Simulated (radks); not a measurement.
Neutral silicon inside a hard spherical wall (all orbitals vanish at R), configuration held at [Ne] 3s2 3p2 and not refilled when levels cross. Method: scalar-relativistic Kohn-Sham, PBEsol, spin-polarised, spherical densities, finite nucleus; open shells are filled with parallel spins first; Fermi nuclear charge, rms radius 3.1224 fm; computed with a radial shooting solver on a logarithmic mesh with Libxc functionals. Eigenvalues in eV for spin up, with the zero of energy where the potential of the charges vanishes at infinity; a dash marks a level that is unbound or too diffuse for the functional's potential to be trusted. A positive occupied level is held by the wall or, in an anion where self-interaction has pushed it up, behind a barrier. The pressure on the wall is -dE/dV.

R (bohr)  E (hartree)  kinetic (hartree)    e(2s)    e(2p)    e(3s)   e(3p)  e(4s, empty)  e(4p, empty)  pressure (GPa)
free       -289.32725            289.982  -138.95  -95.270  -11.327  -4.586             -             -               0
15         -289.32725            289.982  -138.95  -95.270  -11.326  -4.586        -0.330         0.593        < 0.0001
10         -289.32700            289.984  -138.92  -95.240  -11.305  -4.565         0.383         2.052         0.00671
6          -289.30118            290.142  -137.76  -94.080  -10.559  -3.667         6.374        10.514            2.06
5          -289.23706            290.459  -136.02  -92.337   -9.428  -2.217        12.948        18.389            10.7
3          -287.95186            294.738  -121.86  -78.104    3.939  14.118        71.499        80.017             534
1.5        -269.53181            338.103  -65.399  -19.176   149.88  160.01        489.39        465.74           47100
